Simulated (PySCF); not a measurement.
Gas-phase reaction: ZrBr4 + 2 O → ZrO2 + 2 Br2

Computed with PySCF (xtb for GFN2) and rigid-rotor harmonic-oscillator thermochemistry at 1 bar. S°(298 K) at PBE0/def2-TZVP differs from the NASA 1993 table for ZrO2 (-6 J/mol/K); whether the harmonic model or the table's entry is off was not settled. † marks an energy on the PBE0/def2-TZVP geometry and frequencies; other levels use their own. CCSD(T) freezes the core. Open shells (unrestricted): O (multiplicity 3, electronic degeneracy 9); the rest are closed-shell singlets. GFN2 has no spin-polarisation term. Spin-orbit splitting is ignored; it lowers the true energy and changes the entropy of O. B3LYP is the form with VWN-RPA correlation. Zr: scalar-relativistic def2 core potential, no spin-orbit coupling. Br: all electrons, no relativistic terms. CCSD(T) isn't extrapolated to the basis-set limit. The harmonic model lacks anharmonicity and excited electronic states, which grow with temperature; levels with a mode under 35 cm⁻¹ are left out. Soft modes under 120 cm⁻¹ make the harmonic entropy rough for ZrBr4. Warning, large T1 diagnostic: ZrO2 (CCSD(T)/def2-SVP†).

ΔH° and ΔS° at 298 K: B3LYP/def2-TZVP† -77 kJ, 20 J/K; BLYP/def2-TZVP† -174 kJ, 20 J/K; CCSD(T)/def2-SVP† 64 kJ, 20 J/K; GFN2-xTB -481 kJ, 13 J/K.

**Question.** With the heat capacities included, give log10 K (1 bar) at 600, 800, 1200, 1800, 2000 K from B3LYP/def2-TZVP†, BLYP/def2-TZVP†, CCSD(T)/def2-SVP†, GFN2-xTB.

**Answer.** 
```json
[
 {"T (K)": "600", "B3LYP/def2-TZVP†": "7.5", "BLYP/def2-TZVP†": "16.0", "CCSD(T)/def2-SVP†": "-4.8", "GFN2-xTB": "42.4"},
 {"T (K)": "800", "B3LYP/def2-TZVP†": "5.6", "BLYP/def2-TZVP†": "12.0", "CCSD(T)/def2-SVP†": "-3.6", "GFN2-xTB": "31.7"},
 {"T (K)": "1200", "B3LYP/def2-TZVP†": "3.6", "BLYP/def2-TZVP†": "7.8", "CCSD(T)/def2-SVP†": "-2.6", "GFN2-xTB": "20.9"},
 {"T (K)": "1800", "B3LYP/def2-TZVP†": "2.1", "BLYP/def2-TZVP†": "5.0", "CCSD(T)/def2-SVP†": "-2.0", "GFN2-xTB": "13.6"},
 {"T (K)": "2000", "B3LYP/def2-TZVP†": "1.8", "BLYP/def2-TZVP†": "4.4", "CCSD(T)/def2-SVP†": "-1.9", "GFN2-xTB": "12.1"}
]
```
